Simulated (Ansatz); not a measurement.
`[BH2][Al]1[SiH2][S]1` + H₂ → `[AlH]1[SiH2][S]1` + BH₃ at 400 K and 1 bar (hydrogenolysis of the Al–B bond).

Gas-phase electronic energies from Ansatz, PBE0-D4/def2-TZVP geometries. CCSD(T)/CBS is the MP2 limit (def2-TZVPP, def2-QZVPP) plus CCSD(T) − MP2 in def2-TZVPP, frozen cores. This one scheme is used for every species.

| species | CCSD(T)/CBS energy (Eh) | H − E (kJ/mol) | S (J/(mol·K)) |
| --- | --- | --- | --- |
| `[BH2][Al]1[SiH2][S]1` | -956.06081 | 134.1 | 373.9 |
| H₂ | -1.17544 | 38.0 | 139.0 |
| `[AlH]1[SiH2][S]1` | -930.69501 | 91.3 | 320.3 |
| BH₃ | -26.55200 | 82.6 | 199.4 |

H − E and S are ideal-gas, rigid-rotor, harmonic terms from PBE0-D4/def2-TZVP. The MP2-based limit puts H₂ 0.8 mEh under its directly extrapolated value; such offsets cancel only in part. 1 Eh = 2625.50 kJ/mol, R = 8.31446 J/(mol·K).

Q: By hand: ΔE, ΔH, ΔS and ΔG.

A: ΔE = (-930.69501) + (-26.55200) − (-956.06081) − (-1.17544) = -0.01076 Eh = -28.3 kJ/mol. Δ(H − E) = 91.3 + 82.6 − 134.1 − 38.0 = 1.8, so ΔH = -26.5 kJ/mol. ΔS = 320.3 + 199.4 − 373.9 − 139.0 = 6.8 J/(mol·K). ΔG = -26.5 − 400 × (6.8)/1000 = -29.2 kJ/mol.

Q: By hand: the equilibrium constant, and the temperature at which ΔG would vanish if ΔH and ΔS stayed fixed.

A: log₁₀ K = −ΔG/(RT ln 10) = 3.8. ΔH and −TΔS have one sign here, so there is no such temperature.

The number of gas molecules stays the same, so ΔS is small and ΔH decides. A doubt of 5 kJ/mol in ΔE shifts log₁₀ K by 0.7 here. These are equilibria of isolated gas molecules and say nothing of rates. Largest T1 diagnostic: 0.016 (customary marks: 0.02 for closed shells, 0.045 for open ones).
